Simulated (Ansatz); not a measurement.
Start from `[SH][Ga]([Cl])[Cl]` and change one element to get `[SH][In]([Cl])[Cl]`.

Ansatz, PBE0-D4/def2-TZVP geometries, multiplicity 1. Each molecule was computed in one conformer, which needn't be the lowest.

Elements past krypton have def2 core potentials. Scalar relativity is left out up to krypton.

```
                               property  `[SH][Ga]([Cl])[Cl]`
    HOMO energy (B3LYP/def2-TZVPP) / eV                 -8.09
    LUMO energy (B3LYP/def2-TZVPP) / eV                 -1.88
HOMO–LUMO gap (ωB97M-V/def2-TZVPP) / eV                 10.90
  LUMO energy (ωB97M-V/def2-TZVPP) / eV                  0.37
     HOMO energy (PBE0/def2-TZVPP) / eV                 -8.36
     LUMO energy (PBE0/def2-TZVPP) / eV                 -1.57
```

Q: What does the change do to each property? (An estimate is asked.)

A: Ansatz gave: 
```csv
property,`[SH][In]([Cl])[Cl]`,shift
HOMO energy (B3LYP/def2-TZVPP) / eV,-8.04,0.05
LUMO energy (B3LYP/def2-TZVPP) / eV,-2.76,-0.88
HOMO–LUMO gap (ωB97M-V/def2-TZVPP) / eV,9.95,-0.95
LUMO energy (ωB97M-V/def2-TZVPP) / eV,-0.53,-0.90
HOMO energy (PBE0/def2-TZVPP) / eV,-8.30,0.06
LUMO energy (PBE0/def2-TZVPP) / eV,-2.47,-0.90
```

With PBE0 the HOMO rises by 0.06 eV and the LUMO falls by 0.90 eV, so the gap narrows by about 0.96 eV. PBE moves the HOMO by 0.05 eV and ωB97M-V by 0.05 eV.

B3LYP here is the variant with VWN-RPA as its local correlation; programs differ in this.
